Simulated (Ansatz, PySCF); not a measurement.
Gas-phase reaction (SMILES): O[Si](O)(O)F + S (H2S) -> O[Si](O)(O)S + F (HF); hydrogen sulfide cleaves one Si-F bond, a model of a ligand-exchange step.

Geometries: B3LYP-D3(BJ)/def2-TZVP minima from Ansatz (a first-principles code), one conformer each, not searched for the lowest. Correlated levels leave the core frozen unless marked. Spin-orbit coupling is left out. No relativistic terms. CBS(X,Y): correlation extrapolated as X^-3; Hartree-Fock from the larger set. Thermal terms are rigid-rotor harmonic-oscillator values from B3LYP-D3(BJ) frequencies (Ansatz or PySCF) at 298.15 K and 1 atm. 1 Eh = 627.5095 kcal/mol.

| species | E, CCSD(T)/CBS(aug-cc-pV(T+d)Z,aug-cc-pV(Q+d)Z) (Ansatz) (Eh) | E, PBE-D3(BJ)/def2-TZVPD (Ansatz + dftd3) (Eh) | H - E (Eh) |
|---|---|---|---|
| O[Si](O)(O)F | -616.43143 | -616.73367 | 0.05355 |
| S (H2S) | -398.96772 | -399.22909 | 0.01881 |
| O[Si](O)(O)S | -914.97063 | -915.53772 | 0.06153 |
| F (HF) | -100.39216 | -100.39533 | 0.01259 |

**Question.** Work out ΔE and ΔH at 298.15 K at the first level, then ΔH at the second.

**Answer.** 
1. ΔE = [(-914.97063) + (-100.39216)] - [(-616.43143) + (-398.96772)] = 0.03636 Eh = 22.8 kcal/mol at CCSD(T)/CBS(aug-cc-pV(T+d)Z,aug-cc-pV(Q+d)Z).
2. The terms H - E add up to 0.00176 Eh, so ΔH = (0.03636 + (0.00176))×627.5095 = 23.9 kcal/mol.
3. At PBE-D3(BJ)/def2-TZVPD the same steps give ΔE = 18.6 and ΔH = 19.7 kcal/mol, a shift of -4.2 from the first level.
4. These values are not checked against measurement here, since the tables used lack a sound gas-phase enthalpy of formation for at least one species.
